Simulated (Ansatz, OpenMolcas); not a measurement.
## C2H5FSi (SMILES F/C=C/[SiH3]): the vertical energy of the triplet above the singlet, rung by rung

C2H5FSi: 9 atoms, total charge 0, spin state singlet. SMILES: `F/C=C/[SiH3]`. The shape is that of a PBE0-D4/def2-TZVP optimisation.

Quantity: the vertical energy of the triplet above the singlet, in eV. The values are calculated.

```json
{"level": "BHLYP/cc-pVDZ", "kind": "global hybrid", "program": "Ansatz", "value (eV)": "4.31"}
{"level": "M06-2X/cc-pVDZ", "kind": "hybrid meta-GGA", "program": "OpenMolcas", "value (eV)": "4.67"}
{"level": "r2SCAN0/cc-pVDZ", "kind": "hybrid meta-GGA", "program": "Ansatz", "value (eV)": "4.16"}
{"level": "wB97M-V/cc-pVDZ", "kind": "range-separated hybrid", "program": "Ansatz", "value (eV)": "4.64"}
{"level": "PBE-QIDH/cc-pVDZ", "kind": "double hybrid", "program": "Ansatz", "value (eV)": "4.48"}
{"level": "RPA@PBE/cc-pVDZ", "kind": "RPA", "program": "Ansatz", "value (eV)": "4.72"}
{"level": "MP2/cc-pVDZ", "kind": "perturbation theory", "program": "Ansatz", "value (eV)": "4.84"}
{"level": "CCSD/cc-pVDZ", "kind": "coupled cluster or CI", "program": "Ansatz", "value (eV)": "4.58"}
```

The values span 4.16 to 4.84 eV.
